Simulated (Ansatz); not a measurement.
Cost and result up the ladder for Os4 (4 atoms). Total charge 0; singlet. Geometry: r2SCAN-D4/def2-SVP.

Cartesian coordinates in Å:
```
Os -0.6019 -0.4202 -1.0252
Os 0.8971 1.3319 -1.0228
Os 0.2034 0.6415 1.0662
Os -0.4986 -1.5532 0.9818
```

Ansatz on 4 threads of Arm Neoverse V1 on a shared host. Times are rough, and most runs start from the orbitals of an earlier one. No level here is sound enough to serve as a yardstick. Binding counts from free atoms at the same level (Os quintet; other spins of the atoms weren't run), without zero-point energy or a counterpoise term.

In the def2 sets Os takes a core potential; there is no spin–orbit coupling. No other spin state of charge 0 was run. Another isomer (triplet) lies 1.57 eV lower at PBE0-D4/def2-TZVP; other spin states weren't run for this one.

Run but left out: CCSD(T)/def2-SVP (restricted singlet, unstable towards broken spin symmetry).

```
                         level  functions  wall time  binding energy per atom (eV)                        remarks
PBE-D4/def2-TZVP (with forces)        160      7.5 s                          3.43  restricted SCF unstable in HF
           r2SCAN-D4/def2-TZVP        160        9 s                          2.65  restricted SCF unstable in HF
             PBE0-D4/def2-TZVP        160       19 s                          2.20  restricted SCF unstable in HF
        CAM-B3LYP-D4/def2-TZVP        160       31 s                          1.55  restricted SCF unstable in HF
             ωB97M-V/def2-TZVP        160       96 s                          1.33  restricted SCF unstable in HF
```
